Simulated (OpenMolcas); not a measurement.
**Multiplet structure of Nb2+**

* Program: OpenMolcas
* Method: MS-RASPT2, IPEA 0.25 Eh, imaginary shift 0.1 Eh (closed shells correlated: 4s 4p)
* Basis: ANO-RCC-VTZP [7s6p4d2f1g]
* Scalar Hamiltonian: DKH2, point nucleus
* Active space: 3 electrons in 9 orbitals (RAS2 4d 5s; RAS3 5p, at most 2 electrons)
* State averaging: 2S+1 = 4 even, 20 roots; 2S+1 = 2 even, 70 roots kept (CI in the orbitals of an earlier block); 2S+1 = 4 odd, 45 roots; 2S+1 = 2 odd, 80 roots kept (CI in the orbitals of an earlier block)
* Spin-orbit coupling: RASSI with atomic mean-field integrals over the reference wave functions, term energies averaged over their components

With spin-orbit coupling, above the lowest level:

| Configuration | Term | J | E (cm-1) | Measured (cm-1) | g | Term weight % | Second |
| --- | --- | --- | --- | --- | --- | --- | --- |
| 4d3 | 4F | 3/2 | 0.0 | 0.0 | 0.402 | 99 |  |
| 4d3 | 4F | 5/2 | 538 | 516 | 1.029 | 100 |  |
| 4d3 | 4F | 7/2 | 1226 | 1177 | 1.238 | 100 |  |
| 4d3 | 4F | 9/2 | 2020 | 1939 | 1.332 | 99 |  |
| 4d3 | 4P | 3/2 | 8770 | 8608 | 1.623 | 76 | 21 2P |
| 4d3 | 4P | 1/2 | 8850 | 8664 | 2.425 | 88 | 12 2P |
| 4d3 | 2G | 7/2 | 9720 | 9236 | 0.890 | 99 |  |
| 4d3 | 4P | 5/2 | 9790 | 9594 | 1.596 | 99 |  |
| 4d3 | 2G | 9/2 | 10310 | 9804 | 1.098 | 91 | 8 2H |
| 4d3 | 2P | 1/2 | 10970 |  | 0.911 | 88 | 12 4P |
| 4d3 | 2P | 3/2 | 11250 |  | 1.302 | 54 | 23 4P |
| 4d3 | 2D(1) | 3/2 | 13480 |  | 0.940 | 73 | 25 2P |
| 4d3 | 2H | 9/2 | 13680 | 12916 | 0.925 | 92 | 8 2G |
| 4d3 | 2D(1) | 5/2 | 13700 | 13094 | 1.204 | 98 |  |
| 4d3 | 2H | 11/2 | 14040 | 13264 | 1.091 | 100 |  |
| 4d3 | 2F | 7/2 | 20450 | 19861 | 1.143 | 99 |  |
| 4d3 | 2F | 5/2 | 20570 | 19975 | 0.859 | 99 |  |
| 4d2 5s | 4F | 3/2 | 26810 | 25220 | 0.401 | 99 |  |
| 4d2 5s | 4F | 5/2 | 27300 |  | 1.029 | 99 |  |
| 4d2 5s | 4F | 7/2 | 27990 |  | 1.238 | 100 |  |
| 4d2 5s | 4F | 9/2 | 28860 | 27374 | 1.334 | 100 |  |
| 4d3 | 2D(2) | 5/2 | 32560 |  | 1.195 | 75 | 23 4d2 5s 2D |
| 4d3 | 2D(2) | 3/2 | 32970 |  | 0.800 | 77 | 23 4d2 5s 2D |
| 4d2 5s | 2F | 5/2 | 34590 | 33658 | 0.882 | 93 | 6 2D |
| 4d2 5s | 2F | 7/2 | 35870 | 35079 | 1.142 | 98 |  |
| 4d2 5s | 4P | 1/2 | 36190 | 34514 | 2.668 | 100 |  |
| 4d2 5s | 4P | 3/2 | 36440 | 34807 | 1.661 | 92 | 6 2D |
| 4d2 5s | 4P | 5/2 | 36510 |  | 1.467 | 69 | 20 2D |
| 4d2 5s | 2D | 3/2 | 37590 | 36536 | 0.876 | 70 | 20 4d3 2D(2) |
| 4d2 5s | 2D | 5/2 | 38240 |  | 1.313 | 51 | 30 4P |
| 4d2 5s | 2G | 9/2 | 42650 | 40875 | 1.112 | 100 |  |
| 4d2 5s | 2G | 7/2 | 42650 | 40944 | 0.890 | 99 |  |
| 4d2 5s | 2P | 1/2 | 44520 |  | 0.670 | 100 |  |
| 4d2 5s | 2P | 3/2 | 45210 |  | 1.329 | 99 |  |
| 4d2 5s | 2S | 1/2 | 59600 |  | 2.000 | 99 |  |
| 4d2 5p | 4G* | 5/2 | 64080 |  | 0.617 | 85 | 14 2F*(1) |
| 4d2 5p | 4G* | 7/2 | 65240 |  | 0.994 | 94 | 5 2F*(1) |
| 4d2 5p | 4F* | 3/2 | 66230 |  | 0.491 | 79 | 17 2D*(1) |
| 4d2 5p | 4G* | 9/2 | 66510 |  | 1.173 | 99 |  |
| 4d2 5p | 2F*(1) | 5/2 | 66930 |  | 0.984 | 39 | 28 4F* |

Against the 22 measured excited levels shown (the list in Shadmi, J. Res. Natl. Bur. Stand. 70A, 435 (1966)) the mean absolute deviation is 800 cm-1; the largest miss in energy is 4d2 5s 2G 9/2: computed 42650, measured 40875 cm-1 (+4.3 %), and the largest in proportion 4d2 5s 4F 3/2 (+6.3 %).

Spin-orbit coupling puts the lowest level 1257 cm-1 below the lowest spin-free term.

For 4F the intervals divided by the larger J are 215.3, 196.4, 175.8 cm-1. Landé's interval rule makes them equal in pure LS coupling; they differ by 20 % of their mean. The multiplet is regular.

CASPT2 does not keep the components of a term degenerate, so their means are used; among the terms shown or strongly mixed into the levels shown the widest spread is 950 cm-1 (4d2 5s 2G). Blocks of more than 70 roots (2S+1 = 2 odd) ran without multistate coupling. Some levels mix across a computed gap that differs much from the measured one, so their mixing is not that of the real levels. Terms from blocks run as CI alone lack orbitals of their own. A single d shell beside an s shell can misplace configurations of different d count against each other. The CASPT2 spread within a term exceeds the gap to the next term for 4d2 5p 2F*(1) and 4d2 5p 4F*, so the order of their levels is uncertain, and so are names and mixing where such terms share a J. Measured partners are found by configuration, term and J. A level has none where our copy of the source lacks it or the pairing is in doubt (some pairs that miss far off the trend of their configuration count as doubtful), and it then counts in no deviation. Levels of configurations outside the active space are missing. The first state left out of the spin-orbit step lies near 110000 cm-1 above the lowest spin-free state of the reference (among the parities and spins computed), and the list stops at four fifths of that energy or lower. The table shows the lowest 40 of 80 levels.

The CASPT2 steps took 4.7 min on 1 thread of Arm Neoverse V1, on a shared host; the integral step is not counted.

The term weight is that of the spin-free term in the level, not the purity of its configuration. A number in round brackets counts repeated terms of one configuration in the order of the reference energies. * marks odd parity.
